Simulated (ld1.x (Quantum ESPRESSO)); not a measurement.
## Logarithmic derivatives: aluminium (Al), ultrasoft

Al (Z = 13), ultrasoft, made with ld1.x (Quantum ESPRESSO) 7.5 (PBE, non-relativistic). Core [He], reference 2s2 2p6 3s2 3p1. Waves: 2s (bound): rcut 1.00, rcutus 1.25 bohr; 3s (bound): rcut 1.00, rcutus 1.25 bohr; 2p (bound): rcut 0.90, rcutus 1.00 bohr; 3p (bound): rcut 0.90, rcutus 1.00 bohr; 3d channel at 0.05 Ry: rcut 0.95, rcutus 1.20 bohr; 3d channel at 2.2 Ry: rcut 0.95, rcutus 1.20 bohr. Local part: all-electron potential smoothed inside 1.10 bohr (lloc = -2). Core correction: a·sin(br)/r model core, default radius (core density twice the valence density). Augmentation charge: built from norm-conserving waves at rcut, not smoothed further.

The phase is arctan(r·u′/u) with u = r·R(r), unwrapped; energies in Ry, scanned from -10 to 5 Ry. A pole is an energy at which the radial function vanishes at the test radius. The pseudo phase is shifted by a multiple of π to meet the all-electron one at the reference energy, and phase errors are pseudo minus all-electron; the curves can meet again beyond the range given. Levels narrower than the energy grid can be missing from the lists of poles.

| channel | radius (bohr) | reference energy (Ry) | poles, all-electron | poles, pseudo | unbroken range about the reference energy with phases within 0.05 rad | phase error 1 Ry above the reference energy (rad) |
| --- | --- | --- | --- | --- | --- | --- |
| s | 1.35 | -0.57 | -7.45 | -7.77 | not even at the reference energy | +0.360 |
| p | 1.35 | -0.20 | -4.63 | -4.99, -1.96 | not even at the reference energy | +0.214 |
| d | 1.35 | 0.05 | none | none | below 0.6 | -0.064 |

A Bessel basis up to 400 Ry misses an occupied level by 2.76 Ry, so cutoffs and ghosts were not judged. The potential misses its own reference levels by up to 5.0 eV, so it is not fit for use.

Phases in the p channel:

```
E (Ry)  all-electron  pseudo
-10.00         1.301   4.445
 -9.52         1.290   4.433
 -9.04         1.276   4.420
 -8.56         1.260   4.402
 -8.08         1.240   4.379
 -7.60         1.213   4.347
 -7.12         1.173   4.294
 -6.64         1.107   4.189
 -6.16         0.966   3.867
 -5.68         0.462   2.363
 -5.20        -1.074   1.663
 -4.72        -1.534   1.500
 -4.24        -1.671   1.425
 -3.76        -1.741   1.377
 -3.28        -1.788   1.336
 -2.80        -1.825   1.285
 -2.32        -1.859   1.112
 -1.84        -1.891  -1.686
 -1.36        -1.925  -1.798
 -0.88        -1.962  -1.838
 -0.40        -2.003  -1.868
  0.08        -2.052  -1.894
  0.56        -2.112  -1.920
  1.04        -2.187  -1.947
  1.52        -2.283  -1.976
  2.00        -2.411  -2.009
  2.48        -2.585  -2.045
  2.96        -2.817  -2.087
  3.44        -3.108  -2.135
  3.92        -3.422  -2.192
  4.40        -3.707  -2.260
  4.88        -3.932  -2.342
```
